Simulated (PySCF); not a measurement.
# One molecule, several mistakes: AlClH2NSi cation

All numbers below are calculated, not measured. They come from PySCF 2.14.0, an open-source quantum chemistry program, on an isolated molecule that a program drew, which may never have been made. The molecule is AlClH2NSi cation (charge +1, singlet), drawn as the SMILES string `[SiH2+][N]=[Al][Cl]`.

Each row is a Hartree-Fock (HF) and frozen-core CCSD(T) single point in the cc-pV(D+d)Z basis, meant for a local HF minimum. Run 1 is clean. Each other run has one planted mistake out of seven kinds, and not every kind appears here: one electron removed, one electron added, multiplicity raised by two, geometry at a saddle point, minimal basis STO-3G, one bond length entered in bohr, all coordinates scaled. The reference is restricted for singlets and unrestricted otherwise, and also for a bond in bohr. Adding or removing an electron swaps singlet and doublet. Electrons count all cores. HOMO and LUMO are orbital energies over both spins, the gradient is its largest component, and the lowest frequency (negative if imaginary) is given only where the gradient is small. Bond lengths are over the 5 bonds as drawn. T1 is the CCSD diagnostic: over 0.02 (restricted) or 0.045 (unrestricted) a single reference is doubtful.

Geometry of the clean run:
```xyz
6
AlClH2NSi cation, angstrom
Si   -0.3704    0.4673    0.0521
N    -0.5302    0.2497   -1.5143
Al   -0.6955    0.0257   -3.1467
Cl   -0.8973   -0.2480   -5.1374
H    -1.0538   -0.3802    1.0290
H     0.4696    1.5278    0.6085
```

| run | electrons | basis functions | <S^2> | HOMO (eV) | LUMO (eV) | gradient (hartree/bohr) | lowest frequency (cm^-1) | mean bond (Å) | longest bond (Å) | T1 | HF (hartree) | CCSD(T) (hartree) | mistake |
|---|---|---|---|---|---|---|---|---|---|---|---|---|---|
| 1 | 52 | 93 | 0.000 | -15.91 | -3.73 | 4.4e-05 | 80 | 1.6381 | 2.020 | 0.0164 | -1045.80799 | -1046.28110 | no fault |
| 2 | 52 | 93 | 0.868 | -14.52 | -4.11 | 1.3e-02 | - | 1.8984 | 2.764 | 0.0388 | -1045.69726 | -1046.15857 | one bond length entered in bohr |
| 3 | 53 | 93 | 0.761 | -5.17 | 0.70 | 7.5e-02 | - | 1.6381 | 2.020 | 0.0189 | -1045.97042 | -1046.46487 | one electron added |
| 4 | 52 | 93 | 2.019 | -10.68 | -6.06 | 1.0e-01 | - | 1.6381 | 2.020 | 0.0234 | -1045.67613 | -1046.12163 | ? |

**Which mistake was planted in run 4, and what did it cost?**

Electrons, basis and geometry are unchanged, and <S^2> is 2.019, beside S(S+1) = 2.00 for a multiplicity of 3. So the mistake is: multiplicity raised by two. Subtracting run 1 and multiplying by 627.51 kcal/mol a hartree, the energy moved by 82.7 kcal/mol in HF and 100.1 kcal/mol in CCSD(T).

